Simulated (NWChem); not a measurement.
Species: ZnHI; SMILES [ZnH][I]

Results from NWChem. All runs use the structure optimised with PBE0/def2-SVP. def2 effective core potentials on I; no spin-orbit coupling. Static field.

For level LC-BLYP (range parameter 0.33 per bohr)/def2-SVPD:

```yaml
isotropic polarisability (bohr³): 61.7
anisotropy (bohr³): 32.1
```

### Question
Estimate the same quantities for level B3LYP/def2-SVPD.

### Answer
| Item | Result |
|---|---|
| isotropic polarisability (bohr³) | 63.4 |
| anisotropy (bohr³) | 34.4 |
